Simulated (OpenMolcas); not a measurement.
Cu4+ among 4 point charges of -1.5 e arranged as a square (D4h).

```
Program             : OpenMolcas 26.06
Method              : CASSCF
Basis               : ANO-RCC-VDZP [5s4p2d1f]
Scalar Hamiltonian  : DKH2, point nucleus
Active space        : 7 electrons in 5 orbitals (3d)
State averaging     : 2S+1 = 4 even, 10 roots; 2S+1 = 2 even, 40 roots
Spin-orbit coupling : RASSI with atomic mean-field integrals over the reference wave functions
```

All point charges move together. At R = 1.75 Å the first state of the same spin is 934.4 cm-1, and at R = 2.1 Å it is 505.5 cm-1.

Question: A third run gives 690 cm-1. What distance was it run at?

Answer: With a power law R^-n the two known points give n = -ln(505.5 / 934.4) / ln(2.1 / 1.75) = 3.37. Then R = 1.75 × (934.4 / 690)^(1/3.37) = 1.915 Å. The run was at 1.92 Å, so the estimate is off by -0.005 Å.

Without dynamic correlation the repulsion within the d shell is too large (B by tens of per cent), so at a given field states of lower spin stand too high. Point charges give a weaker field than real ligands, and real ions of this kind are often low spin; the high spin found here belongs to the model. Spin-orbit coupling mixes the spin-free states strongly: the lowest level takes only 66 % from its leading state, 4A2 (figures for R = 1.75; the like holds for R = 1.92, R = 2.1). The ground term spreads over less than 5000 cm-1, several times less than with real ligands, so orbital moments are less quenched and χT lies further from the spin-only value than at real sites (holds for R = 1.92; R = 2.1). This is an electrostatic model: the charges have no orbitals. No measured value stands beside these numbers.
